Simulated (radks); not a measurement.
The numbers below are computed, except where a source is named.
Question: These are the eigenvalues of the occupied orbitals of an atom or ion with whole-number occupations (hartree). Code: a radial shooting solver on a logarithmic mesh with Libxc functionals. Model: non-relativistic Kohn-Sham, TPSS, spin-unpolarised, spherical densities, point nucleus; meta-GGA in the generalised Kohn-Sham scheme.

1s: -114.5124
2s: -10.90220
2p: -8.46846
3s: -0.90145
3p: -0.38294

Which element is it, and in what charge state? The configuration may be excited.

Answer: Z = 18, argon, charge 0: Ar in [Ar]. The list shows which subshells hold electrons but not how many an open one holds; the 1s level, -114.51 hartree, gives Z - s = 15.1 by -(Z - s)^2/2, which with screening narrows Z to a few neighbours, and the depths of the outer levels then fix element, charge and occupations together.
